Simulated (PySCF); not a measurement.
**Assigning NMR signals**

Molfile (atoms numbered from 1):
```
C7H11F
     RDKit          3D

 19 18  0  0  0  0  0  0  0  0999 V2000
   -1.0549   -0.4509    1.5597 C   0  0  0  0  0  0  0  0  0  0  0  0
   -0.7566   -0.1599    0.0842 C   0  0  0  0  0  0  0  0  0  0  0  0
   -1.5932    1.0309   -0.3983 C   0  0  0  0  0  0  0  0  0  0  0  0
   -1.0583   -1.3975   -0.7690 C   0  0  0  0  0  0  0  0  0  0  0  0
    0.6559    0.1659   -0.0576 C   0  0  0  0  0  0  0  0  0  0  0  0
    1.8138    0.4624   -0.1533 C   0  0  0  0  0  0  0  0  0  0  0  0
    3.2230    0.7609   -0.3109 C   0  0  0  0  0  0  0  0  0  0  0  0
    3.8518   -0.1826   -1.0977 F   0  0  0  0  0  0  0  0  0  0  0  0
   -2.1056   -0.7035    1.6845 H   0  0  0  0  0  0  0  0  0  0  0  0
   -0.8299    0.4186    2.1736 H   0  0  0  0  0  0  0  0  0  0  0  0
   -0.4522   -1.2845    1.9130 H   0  0  0  0  0  0  0  0  0  0  0  0
   -2.6528    0.8036   -0.3032 H   0  0  0  0  0  0  0  0  0  0  0  0
   -1.3768    1.2517   -1.4412 H   0  0  0  0  0  0  0  0  0  0  0  0
   -1.3727    1.9173    0.1928 H   0  0  0  0  0  0  0  0  0  0  0  0
   -0.4544   -2.2413   -0.4422 H   0  0  0  0  0  0  0  0  0  0  0  0
   -2.1096   -1.6633   -0.6798 H   0  0  0  0  0  0  0  0  0  0  0  0
   -0.8350   -1.2019   -1.8155 H   0  0  0  0  0  0  0  0  0  0  0  0
    3.7342    0.7536    0.6603 H   0  0  0  0  0  0  0  0  0  0  0  0
    3.3636    1.7298   -0.8066 H   0  0  0  0  0  0  0  0  0  0  0  0
  1  2  1  0
  2  3  1  0
  2  4  1  0
  2  5  1  0
  5  6  3  0
  6  7  1  0
  7  8  1  0
  1  9  1  0
  1 10  1  0
  1 11  1  0
  3 12  1  0
  3 13  1  0
  3 14  1  0
  4 15  1  0
  4 16  1  0
  4 17  1  0
  7 18  1  0
  7 19  1  0
M  END
```

PySCF 2.14 calculation with shieldings: GIAO PBE0/pcSseg-1 and GFN2-xTB geometry; one averaged value for each set of equivalent atoms, single conformer, in vacuum, non-relativistic.

Shifts are taken against calculated references (same method and geometry level): 13C, 1H against TMS.

Problem. Assign these signals to the numbered atoms. 13C{1H} NMR (computed): δ 107.3, 81.5, 73.9, 32.5, 28.0.

Solution. 
```tsv
δ (ppm)	atoms	environment	reason
107.3	C5	alkyne carbon	–
81.5	C6	alkyne carbon	the triple bond shields along its axis, which puts it between sp3 and sp2 carbons
73.9	C7	propargylic sp3 CH2 bonded to F	the inductive effect lowers its shielding
32.5	C1/C3/C4	methyl carbon	a saturated carbon with 1 carbon neighbour and no heteroatom attached
28.0	C2	propargylic quaternary sp3 carbon	a saturated carbon with 4 carbon neighbours and no heteroatom attached
```

Problem. Assign these signals to the numbered atoms. 1H NMR (600 MHz, computed): δ 5.34 (m, 2H), 1.30 (s, 9H).

Solution. 
| δ (ppm) | atoms | environment | reason |
| --- | --- | --- | --- |
| 5.34 | H18/H19 | hydrogen on a propargylic sp3 CH2 bonded to F | its carbon carries F, which withdraws density |
| 1.30 | H9/H10/H11/H12/H13/H14/H15/H16/H17 | hydrogen on a methyl carbon | – |

Splittings by 19F in the carbon and heteronuclear signals aren't shown, as no couplings were computed. Shifts are as computed. Against solution values, carbons near 30 ppm lie about +3 ppm off and those near 130 ppm about +5 ppm. Of 1211 compounds with measured shifts, 218 miss one by over three times the rms of a fit or turn the order of signals round; such compounds aren't used in these exercises. Multiplicities follow the n + 1 count of equivalent neighbours, as no J values were calculated; m marks all less simple cases, F and P coupling included.
